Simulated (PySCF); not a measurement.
C2H3O, SMILES [CH2]C=O, multiplicity 2. Atoms are numbered in the order given.

```xyz
6

C      0.1733    -1.1715     0.0000
C     -0.4073     0.1317     0.0000
O      0.2646     1.1747     0.0000
H      1.2597    -1.2718     0.0000
H     -0.4499    -2.0673     0.0000
H     -1.5227     0.1803     0.0000
```
Charge 0, spin multiplicity 2.

The structure is a stationary point at PBE-D3(BJ)/def2-TZVP. The isomer is the one that the SMILES or the coordinates give; other isomers of the formula were not compared.

All values below come from PySCF with B3LYP/pcH-1.

Unrestricted Kohn–Sham, ⟨S²⟩ = 0.769. Hyperfine tensors hold the contact and dipolar terms, without spin-orbit corrections.

Task: Estimate the hyperfine couplings. (Estimate from the structure and the level; the computed values follow.)

Result: 
```csv
nucleus,A(iso) (MHz),A(iso) (G),dipolar principal values (MHz)
13C no. 1,69.6,24.8,"-64.7, -63.8, 128.4"
13C no. 2,-44.3,-15.8,"-19.8, 6.3, 13.5"
17O no. 3,-23.5,-8.4,"-112.5, 56.0, 56.5"
1H no. 4,-51.5,-18.4,"-28.0, -2.9, 30.8"
1H no. 5,-52.2,-18.6,"-30.2, -2.2, 32.4"
1H no. 6,1.0,0.3,"-5.3, -1.7, 7.0"
```

Task: And the g tensor (effective nuclear charges for spin-orbit coupling, GIAO)? (An estimate is asked for; the answer gives what the named calculation found.)

Result: principal values 2.0022, 2.0047, 2.0114; isotropic 2.0061.
